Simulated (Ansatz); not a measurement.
CHGeNO, SMILES `[C-]#[N+][Ge][OH]` (excited triplet) (charge 0, multiplicity 3). This triplet is an excited state, 2.82 eV above the relaxed singlet at the level frozen-core CCSD(T)/cc-pVTZ // B3LYP-D3(BJ)/def2-TZVP (Ansatz, a first-principles code).

Level of theory: LDA/cc-pVTZ // B3LYP-D3(BJ)/def2-TZVP (Ansatz).

Ansatz 0.2 input:
```yaml
crystal:
  periodic: [false, false, false]
  atoms:
    - { symbol: C, position_ang: [2.521393, 0.006514, -0.405014] }
    - { symbol: N, position_ang: [1.375675, 0.257347, -0.290819] }
    - { symbol: Ge, position_ang: [-0.357057, 0.865903, -0.108763] }
    - { symbol: O, position_ang: [-1.605309, -0.42656, -0.279033] }
    - { symbol: H, position_ang: [-1.934703, -0.703204, 0.58719] }
basis:
  gaussian: { orbitals: cc-pVTZ }
hamiltonian:
  xc: lda
magnetization:
  spin_polarized: true
  initial_magnetization: 2
```

Output:

```
Functional definition: SPW92
923 factors; their error is unknown
mean field evaluation 1: about -60967.8817 eV, gradient 6.5e1 eV
mean field evaluation 2: about -60801.8003 eV, gradient 1.7e2 eV
mean field evaluation 4: about -60966.4102 eV, gradient 5.4e1 eV
mean field evaluation 8: about -60986.0446 eV, gradient 1.0e0 eV
mean field evaluation 16: about -60986.0335 eV, gradient 8.1e-4 eV
mean field -60986.03347763 eV, -2241.1953924848 hartree, gradient 1.3e-5 eV, S^2 2.002327; 1 other end points of the search recorded, 0 dependent functions left out
reference -60986.03351155 eV, -2241.1953937311 hartree; 28, 26 occupied and 119, 121 virtual orbitals, 923 factors
Total energy: -60986.03351155 eV, -2241.1953937311 hartree
```
